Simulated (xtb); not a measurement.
Cl₆OSi₂, charge +1, doublet, geometry from GFN2-xTB (a state made from the parent by changing its charge; the spin is typed, not shown lowest); GFN1-xTB (xtb).

The xtb input:
```
$ xtb mol.xyz --gfn 1 --chrg 1 --uhf 1 --ohess --json

# file mol.xyz
9

Cl     2.32079976     0.13500470    -1.77481537
Si     1.57674114     0.40439766     0.06688986
Cl     2.42962633    -0.81594192     1.40906425
Cl     1.65696001     2.32428365     0.63757071
O      0.00000000     0.00000000     0.00000000
Si    -1.57674114    -0.40439766    -0.06688986
Cl    -2.25203403     0.19739104    -1.85571735
Cl    -2.48361902     0.55495521     1.44151609
Cl    -1.67173305    -2.39569269     0.14238167
```

It wrote (shortened):

```
   ID    Z sym.   atoms
    1   17 Cl     1, 3, 4, 7-9
    2   14 Si     2, 6
    3    8 O      5

           -------------------------------------------------
          |                Calculation Setup                |
           -------------------------------------------------

           -------------------------------------------------
          |                 G F N 1 - x T B                 |
           -------------------------------------------------

          ...................................................
          :                      SETUP                      :
          :.................................................:
          :  # basis functions                  84          :
          :  # atomic orbitals                  76          :
          :  # shells                           26          :
          :  # electrons                        55          :
          :  # halogen bonds                     6          :
          :  max. iterations                   250          :
          :  Hamiltonian                  GFN1-xTB          :
          :  restarted?                      false          :
          :  GBSA solvation                  false          :
          :  PC potential                    false          :
          :  electronic temp.          300.0000000     K    :
          :  accuracy                    1.0000000          :
          :  -> integral cutoff          0.2500000E+02      :
          :  -> integral neglect         0.1000000E-07      :
          :  -> SCF convergence          0.1000000E-05 Eh   :
          :  -> wf. convergence          0.2000000E-04 e    :
          :  Broyden damping             0.4000000          :
          :  net charge                          1          :
          :  unpaired electrons                  1          :
          ...................................................

 iter      E             dE          RMSdq      gap      omega  full diag
   1    -33.9526777 -0.339527E+02  0.907E+00    7.63       0.0  T
   2    -34.0454838 -0.928061E-01  0.502E+00    8.25       1.0  T
   3    -34.0263626  0.191211E-01  0.278E+00    7.76       1.0  T
   4    -34.0756940 -0.493314E-01  0.295E-01    8.06       1.0  T
   5    -34.0764833 -0.789315E-03  0.974E-02    8.02       1.0  T
   6    -34.0764948 -0.114097E-04  0.997E-03    8.02       3.3  T
   7    -34.0764860  0.878435E-05  0.282E-02    8.02       1.2  T
   8    -34.0764960 -0.100489E-04  0.809E-04    8.03      41.2  T
   9    -34.0764960  0.520714E-09  0.635E-04    8.03      52.5  T
  10    -34.0764960 -0.507590E-08  0.237E-05    8.03    1408.4  T
  11    -34.0764960 -0.625988E-11  0.486E-06    8.03    6865.4  T

   *** convergence criteria satisfied after 11 iterations ***

         :::::::::::::::::::::::::::::::::::::::::::::::::::::
         ::                     SUMMARY                     ::
         :::::::::::::::::::::::::::::::::::::::::::::::::::::
         :: total energy             -33.959870264070 Eh    ::
         :: gradient norm              0.025126731184 Eh/a0 ::
         :: HOMO-LUMO gap              8.026058952030 eV    ::
         ::.................................................::
         :: SCC energy               -34.076496025926 Eh    ::
         :: -> electrostatic           0.098849097240 Eh    ::
         :: repulsion energy           0.125112876169 Eh    ::
         :: dispersion energy         -0.008487114314 Eh    ::
         :: halogen bond corr.         0.000000000000 Eh    ::
         :: add. restraining           0.000000000000 Eh    ::
         :: total charge               1.000000000168 e     ::
         :::::::::::::::::::::::::::::::::::::::::::::::::::::

      -----------------------------------------------------------
     |                   =====================                   |
     |                        A N C O P T                        |
     |                   =====================                   |
     |               Approximate Normal Coordinate               |
     |                Rational Function Optimizer                |
      -----------------------------------------------------------
      -----------------------------------------------------------
     |                   =====================                   |
     |                        A N C O P T                        |
     |                   =====================                   |
     |               Approximate Normal Coordinate               |
     |                Rational Function Optimizer                |
      -----------------------------------------------------------

          ...................................................
          :                      SETUP                      :
          :.................................................:
          :   optimization level            normal          :
          :   max. optcycles                   200          :
          :   ANC micro-cycles                  20          :
          :   degrees of freedom                21          :
          :.................................................:
          :   RF solver                   davidson          :
          :   write xtbopt.log                true          :
          :   linear?                        false          :
          :   energy convergence         0.5000000E-05 Eh   :
          :   grad. convergence          0.1000000E-02 Eh/α :
          :   maxmium RF displ.          1.0000000          :
          :   Hlow (freq-cutoff)         0.1000000E-01      :
          :   Hmax (freq-cutoff)         5.0000000          :
          :   S6 in model hess.         20.0000000          :
          ...................................................

generating ANC from exact Hessian ...
Using Lindh-Hessian (1995)
 Shifting diagonal of input Hessian by    1.0564670632447138E-002
 Lowest  eigenvalues of input Hessian
    0.000000    0.010000    0.000000    0.000000    0.000000    0.000000
[...]
 * total energy  :   -33.9598703 Eh     change       -0.4050094E-12 Eh
 * total energy  :   -33.9628521 Eh     change       -0.2981870E-02 Eh
 * total energy  :   -33.9632893 Eh     change       -0.4371764E-03 Eh
 * total energy  :   -33.9634330 Eh     change       -0.1437332E-03 Eh
 * total energy  :   -33.9634372 Eh     change       -0.4159092E-05 Eh
   *** GEOMETRY OPTIMIZATION CONVERGED AFTER 5 ITERATIONS ***
         :: total energy             -33.963437202387 Eh    ::
[...]

Topologies differ in total number of bonds
Writing topology from bond orders to xtbtopo.mol

 dipole moment from electron density (au)
     X       Y       Z
  -0.0000  -0.0000  -0.0000  total (Debye):    0.000

           -------------------------------------------------
          |               Frequency Printout                |
           -------------------------------------------------
 projected vibrational frequencies (cm⁻¹)
eigval :       -0.00    -0.00    -0.00     0.00     0.00     0.00
eigval :       -2.71    49.60    49.60   108.13   108.14   126.97
eigval :      131.14   131.15   173.43   173.44   215.12   335.08
eigval :      335.08   377.34   477.32   565.58   565.58   569.47
eigval :      569.48   599.21   873.32
 reduced masses (amu)
   1: 34.32   2: 33.85   3: 33.41   4: 33.25   5: 34.07   6: 34.80   7: 35.45   8: 33.39
   9: 33.39  10: 35.44  11: 35.44  12: 35.42  13: 33.68  14: 33.68  15: 33.17  16: 33.17
  17: 30.86  18: 19.50  19: 19.50  20: 34.00  21: 33.36  22: 31.06  23: 31.06  24: 30.97
  25: 30.97  26: 29.57  27: 17.86
 IR intensities (km·mol⁻¹)
   1:  1.13   2:  1.62   3:  2.34   4:  2.57   5:  1.47   6:  0.62   7:  0.00   8:  0.49
   9:  0.50  10:  0.01  11:  0.00  12:  0.00  13:  0.43  14:  0.43  15:  0.00  16:  0.00
  17: 14.88  18: 38.08  19: 38.16  20:  0.00  21:  0.60  22:  0.26  23:  0.26  24: 10.91
  25: 10.89  26:  0.00  27: 14.94
 Raman intensities (Ä⁴*amu⁻¹)
   1:  0.00   2:  0.00   3:  0.00   4:  0.00   5:  0.00   6:  0.00   7:  0.00   8:  0.00
   9:  0.00  10:  0.00  11:  0.00  12:  0.00  13:  0.00  14:  0.00  15:  0.00  16:  0.00
  17:  0.00  18:  0.00  19:  0.00  20:  0.00  21:  0.00  22:  0.00  23:  0.00  24:  0.00
  25:  0.00  26:  0.00  27:  0.00
 output can be read by thermo (or use thermo option).
 writing <g98.out> molden fake output.
 recommended (thermochemical) frequency scaling factor: 1.0
           -------------------------------------------------
          |             Thermodynamic Functions             |
           -------------------------------------------------

d3  symmetry found (for desy threshold:  0.10E+00) used in thermo
 inverting freq            1   2.7148852501159899

          ...................................................
          :                      SETUP                      :
          :.................................................:
          :  # frequencies                          21      :
          :  # imaginary freq.                       0      :
          :  linear?                             false      :
          :  only rotor calc.                    false      :
          :  symmetry                               d3      :
          :  rotational number                       6      :
          :  scaling factor                  1.0000000      :
          :  rotor cutoff                   50.0000000 cm⁻¹ :
          :  imag. cutoff                  -20.0000000 cm⁻¹ :
          :.................................................:

    mode    ω/cm⁻¹     T·S(HO)/kcal·mol⁻¹    T·S(FR)/kcal·mol⁻¹   T·S(vib)
   ------------------------------------------------------------------------
       1      2.71    -3.16094 (  0.00%)    -1.91825 (100.00%)    -1.91826
       2     49.60    -1.44106 ( 49.19%)    -1.05887 ( 50.81%)    -1.24688
       3     49.60    -1.44105 ( 49.19%)    -1.05886 ( 50.81%)    -1.24688
       4    108.13    -0.98453 ( 95.63%)    -0.82801 (  4.37%)    -0.97769
       5    108.14    -0.98450 ( 95.63%)    -0.82799 (  4.37%)    -0.97766
       6    126.97    -0.89190 ( 97.65%)    -0.78045 (  2.35%)    -0.88928
       7    131.14    -0.87334 ( 97.93%)    -0.77087 (  2.07%)    -0.87122
       8    131.15    -0.87332 ( 97.93%)    -0.77086 (  2.07%)    -0.87120
       9    173.43    -0.71495 ( 99.31%)    -0.68807 (  0.69%)    -0.71476
      10    173.44    -0.71494 ( 99.31%)    -0.68807 (  0.69%)    -0.71475
      11    215.12    -0.59623 ( 99.71%)    -0.62426 (  0.29%)    -0.59631
   ------------------------------------------------------------------------

   temp. (K)  partition function   enthalpy   heat capacity  entropy
                                   cal/mol     cal/K/mol   cal/K/mol   J/K/mol
 298.15  VIB  0.142E+07             6334.710     31.022     43.860
         ROT  0.597E+06              888.752      2.981     29.409
         INT  0.848E+12             7223.463     34.003     73.270
         TR   0.465E+28             1481.254      4.968     42.819
         TOT                        8704.7165    38.9712   116.0890   485.7163

       T/K    H(0)-H(T)+PV         H(T)/Eh          T*S/Eh         G(T)/Eh
   ------------------------------------------------------------------------
    298.15    0.138718E-01    0.287640E-01    0.551576E-01   -0.263936E-01
   ------------------------------------------------------------------------

         :::::::::::::::::::::::::::::::::::::::::::::::::::::
         ::                  THERMODYNAMIC                  ::
         :::::::::::::::::::::::::::::::::::::::::::::::::::::
         :: total free energy         -33.989830797604 Eh   ::
         ::.................................................::
         :: total energy              -33.963437202387 Eh   ::
         :: zero point energy           0.014892171861 Eh   ::
         :: G(RRHO) w/o ZPVE           -0.041285767078 Eh   ::
         :: G(RRHO) contrib.           -0.026393595217 Eh   ::
         :::::::::::::::::::::::::::::::::::::::::::::::::::::

optimized geometry written to: xtbopt.xyz

           -------------------------------------------------
          | TOTAL ENERGY              -33.963437202387 Eh   |
          | TOTAL ENTHALPY            -33.934673181876 Eh   |
          | TOTAL FREE ENERGY         -33.989830797604 Eh   |
          | GRADIENT NORM               0.000695583460 Eh/α |
          | HOMO-LUMO GAP               7.923465624062 eV   |
           -------------------------------------------------

normal termination of xtb
```
